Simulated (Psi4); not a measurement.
C5H4N, doublet, at a GFN2-xTB geometry, with bond 10-6 at 1.3 times its length; B3LYP/def2-SVP in Psi4.

Input for Psi4:
```
memory 2 GB

molecule {
0 2
  C     0.67023001   -1.21301268    0.01660638
  C    -0.69813799   -1.21042624    0.01090450
  C    -1.35138918    0.02093919   -0.00584071
  C    -0.54991544    1.15118291   -0.01540279
  N     0.76543740    1.10803952   -0.00945833
  C     1.40217708   -0.05556826    0.00644601
  H    -1.26564203   -2.13039141    0.01903934
  H    -2.42934792    0.09083587   -0.01110606
  H    -0.98188245    2.14375647   -0.02850853
  H     2.80467776   -0.00824670    0.01172045
}

set basis def2-svp
set reference uks
set dft_radial_points 150

energy('b3lyp')
print_variables()
```

Predict the main parts of the log of this Psi4 run.


```
   => Loading Basis Set <=

    Name: DEF2-SVP
    Role: ORBITAL
    Keyword: BASIS

         ---------------------------------------------------------
                                   SCF
               by Justin Turney, Rob Parrish, Andy Simmonett
                          and Daniel G. A. Smith
                              UKS Reference
         ---------------------------------------------------------

  ==> Geometry <==

    Molecular point group: c1
    Full point group: C1

    Geometry (in Angstrom), charge = 0, multiplicity = 2:

       Center              X                  Y                   Z               Mass
    ------------   -----------------  -----------------  -----------------  -----------------
         C            0.638100506529    -1.212116197041     0.016462970175    12.000000000000
         C           -0.730267493471    -1.209529757041     0.010761090175    12.000000000000
         C           -1.383518683471     0.021835672959    -0.005984119825    12.000000000000
         C           -0.582044943471     1.152079392959    -0.015546199825    12.000000000000
         N            0.733307896529     1.108936002959    -0.009601739825    14.003074004430
         C            1.370047576529    -0.054671777041     0.006302600175    12.000000000000
         H           -1.297771533471    -2.129494927041     0.018895930175     1.007825032230
         H           -2.461477423471     0.091732352959    -0.011249469825     1.007825032230
         H           -1.014011953471     2.144652952959    -0.028651939825     1.007825032230
         H            2.772548256529    -0.007350217041     0.011577040175     1.007825032230

  Running in c1 symmetry.

  Rotational constants: A =      0.22171  B =      0.19482  C =      0.10370 [cm^-1]
  Rotational constants: A =   6646.74551  B =   5840.59400  C =   3108.82409 [MHz]
  Nuclear repulsion =  197.371454002344564

  Charge       = 0
  Multiplicity = 2
  Electrons    = 41
  Nalpha       = 21
  Nbeta        = 20

  ==> Algorithm <==

  SCF Algorithm Type is DF.
  DIIS enabled.
  MOM disabled.
  Fractional occupation disabled.
  Guess Type is SAD.
  Energy threshold   = 1.00e-06
  Density threshold  = 1.00e-06
  Integral threshold = 1.00e-12

  ==> Primary Basis <==

  Basis Set: DEF2-SVP
    Blend: DEF2-SVP
    Number of shells: 48
    Number of basis functions: 104
    Number of Cartesian functions: 110
    Spherical Harmonics?: true
    Max angular momentum: 2

  ==> DFT Potential <==

   => LibXC <=

    Version 7.1.2
    S. Lehtola, C. Steigemann, M. J. T. Oliveira, and M. A. L. Marques,  SoftwareX 7, 1–5 (2018) (10.1016/j.softx.2017.11.002)

   => Composite Functional: B3LYP <=

    B3LYP Hyb-GGA Exchange-Correlation Functional

    P. J. Stephens, F. J. Devlin, C. F. Chabalowski, and M. J. Frisch,  J. Phys. Chem. 98, 11623 (1994) (10.1021/j100096a001)

    Deriv               =              1
    GGA                 =           TRUE
    Meta                =          FALSE

    Exchange Hybrid     =           TRUE
    MP2 Hybrid          =          FALSE

   => Exchange Functionals <=

    0.0800   Slater exchange
    0.7200         Becke 88

   => Exact (HF) Exchange <=

    0.2000               HF

   => Correlation Functionals <=

    0.1900   Vosko, Wilk & Nusair (VWN5_RPA)
    0.8100   Lee, Yang & Parr

   => LibXC Density Thresholds  <==

    XC_HYB_GGA_XC_B3LYP:  1.00E-15

   => Molecular Quadrature <=

    Radial Scheme          =       TREUTLER
    Pruning Scheme         =           NONE
    Nuclear Scheme         =       TREUTLER

    Blocking Scheme        =         OCTREE
    BS radius alpha        =              1
    Pruning alpha          =              1
    Radial Points          =            150
    Spherical Points       =            302
    Total Points           =         421434
    Total Blocks           =           3053
    Max Points             =            256
    Max Functions          =            104
    Weights Tolerance      =       1.00E-15

   => Loading Basis Set <=

    Name: (DEF2-SVP AUX)
    Role: JKFIT
    Keyword: DF_BASIS_SCF

  ==> Integral Setup <==

  SCF_SUBTYPE=INCORE selected. In-core MEM_DF algorithm will be used.
  Using in-core AOs.

  ==> MemDFJK: Density-Fitted J/K Matrices <==

    J tasked:                   Yes
    K tasked:                   Yes
    wK tasked:                   No
    Algorithm:                 Core
    Schwarz Cutoff:           1E-12
    Mask sparsity (%):       0.9061
    Fitting Condition:        1E-10

   => Auxiliary Basis Set <=

  Basis Set: (DEF2-SVP AUX)
    Blend: DEF2-UNIVERSAL-JKFIT
    Number of shells: 174
    Number of basis functions: 524
    Number of Cartesian functions: 618
    Spherical Harmonics?: true
    Max angular momentum: 4

  Minimum eigenvalue in the overlap matrix is 7.6286728533E-04.
  Reciprocal condition number of the overlap matrix is 1.2312754347E-04.
    Using symmetric orthogonalization.

  ==> Pre-Iterations <==

  SCF Guess: Superposition of Atomic Densities via on-the-fly atomic UHF (no occupation information).

   -------------------------
    Irrep   Nso     Nmo
   -------------------------
     A        104     104
   -------------------------
    Total     104     104
   -------------------------

  ==> Iterations <==

                           Total Energy        Delta E     RMS |[F,P]|

   @DF-UKS iter SAD:  -247.03788386568860   -2.47038e+02   0.00000e+00
   @DF-UKS iter   1:  -247.07698406923981   -3.91002e-02   6.75028e-03 DIIS/ADIIS
   @DF-UKS iter   2:  -246.96606309025259    1.10921e-01   8.26908e-03 DIIS/ADIIS
   @DF-UKS iter   3:  -247.36032261116418   -3.94260e-01   1.83599e-03 DIIS/ADIIS
   @DF-UKS iter   4:  -247.37658296434904   -1.62604e-02   7.60034e-04 DIIS/ADIIS
   @DF-UKS iter   5:  -247.37982584522899   -3.24288e-03   1.91916e-04 DIIS/ADIIS
   @DF-UKS iter   6:  -247.38000993362743   -1.84088e-04   1.00428e-04 DIIS/ADIIS
   @DF-UKS iter   7:  -247.38007666028005   -6.67267e-05   2.86883e-05 DIIS
   @DF-UKS iter   8:  -247.38008398376846   -7.32349e-06   1.73665e-05 DIIS
   @DF-UKS iter   9:  -247.38008967883098   -5.69506e-06   5.85218e-06 DIIS
   @DF-UKS iter  10:  -247.38009106311929   -1.38429e-06   4.08382e-06 DIIS
   @DF-UKS iter  11:  -247.38009137542284   -3.12304e-07   2.11338e-06 DIIS
   @DF-UKS iter  12:  -247.38009146480880   -8.93860e-08   5.10484e-07 DIIS
  Energy and wave function converged.

  ==> Post-Iterations <==

   Electrons on quadrature grid:
      Nalpha   =   21.0000265780 ; deviation = 2.658e-05
      Nbeta    =   20.0000277070 ; deviation = 2.771e-05
      Ntotal   =   41.0000542849 ; deviation = 5.428e-05

   @Spin Contamination Metric:   7.439132592E-03
   @S^2 Expected:                7.500000000E-01
   @S^2 Observed:                7.574391326E-01
   @S   Expected:                5.000000000E-01
   @S   Observed:                5.000000000E-01

    Orbital Energies [Eh]
    ---------------------

    Alpha Occupied:

[...]
    Alpha Virtual:

[...]
    Beta Occupied:

[...]
    Beta Virtual:

[...]
    Final Occupation by Irrep:
              A
    DOCC [    20 ]
    SOCC [     1 ]
    NA   [    21 ]
    NB   [    20 ]

  @DF-UKS Final Energy:  -247.38009146480880

   => Energetics <=

    Nuclear Repulsion Energy =            197.3714540023445636
    One-Electron Energy =                -723.0151711312676071
    Two-Electron Energy =                 306.8930334548047654
    DFT Exchange-Correlation Energy =     -28.6294077906904540
    Empirical Dispersion Energy =           0.0000000000000000
    VV10 Nonlocal Energy =                  0.0000000000000000
    Total Energy =                       -247.3800914648087712

  UHF NO Occupations:
  HONO-2 :   19  A 1.9992366
  HONO-1 :   20  A 1.9976687
  HONO-0 :   21  A 1.0000000
  LUNO+0 :   22  A 0.0023313
  LUNO+1 :   23  A 0.0007634
  LUNO+2 :   24  A 0.0002207
  LUNO+3 :   25  A 0.0001412

Computation Completed

Properties will be evaluated at   0.000000,   0.000000,   0.000000 [a0]

Properties computed using the SCF density matrix

 Multipole Moments:

 ------------------------------------------------------------------------------------
     Multipole            Electronic (a.u.)      Nuclear  (a.u.)        Total (a.u.)
 ------------------------------------------------------------------------------------

 L = 1.  Multiply by 2.5417464519 to convert [e a0] to [Debye]
 Dipole X            :          1.1549438           -1.8777370           -0.7227931
 Dipole Y            :         -0.3847334            0.0900949           -0.2946385
 Dipole Z            :          0.0091735           -0.0088110            0.0003625
 Magnitude           :                                                    0.7805395

 ------------------------------------------------------------------------------------

  Variable Map:
  ----------------------------------------------------------------------------
[...]
  Array Variable Map:
  ----------------------------------------------------------------------------
[...]
[...]
```
